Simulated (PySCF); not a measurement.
H2ClF2InO, singlet at its PBE0/def2-SVP optimised geometry (Å):

```
7

In    -1.2211    -0.8008     0.0000
F     -0.9644     1.1460     0.0000
F     -0.9696    -1.6072    -1.7725
Cl    -2.3020    -1.9077     1.7217
O      1.0604    -0.8008     0.0000
H      1.2197     0.1565    -0.0541
H      1.2211    -1.1460    -0.8941
```

Method: PBE0/def2-TZVP, def2 effective core potentials past Kr in PySCF. The core electrons that the potentials of In replace are not part of the density. Cells within 0.4 Å of a nucleus heavier than hydrogen are left out (blank, or x).

Map of the electron localisation function on the plane z = 0.0 Å:

```
|000000000000000000000000000|
|000000000000000000000000000|
|000000000000000000000000000|
|000000000000000000000000000|
|000000112221100000000000000|
|000001234554311000000000000|
|000012467776531000000000000|
|000013578888752000000000000|
|000014688xx8863000000000000|
|00001368xxx8862000343100000|
|000012578xx8740015775300000|
|000001357777510069987410000|
|000001111222100389997410000|
|000001122211002589996310000|
|000011367752115788986410000|
|00011257xx741178xxx87421000|
|0011126xxx851189xxx87531000|
|00111257xx741178xxx87631000|
|011111357753116787887531000|
|111111123321003566665320000|
|111211111111001233432110000|
|112211111100000011111000000|
|111111100000000000000000000|
|011111000000000000000000000|
|001110000000000000000000000|
|000000000000000000000000000|
|000000000000000000000000000|
```
Scale: ten equal steps from 0.000 (start of '0') to 0.995 (end of '9'), in the order '0123456789'; x runs from -3.50 to 3.50, y from -3.50 (bottom) to 3.50 (top).
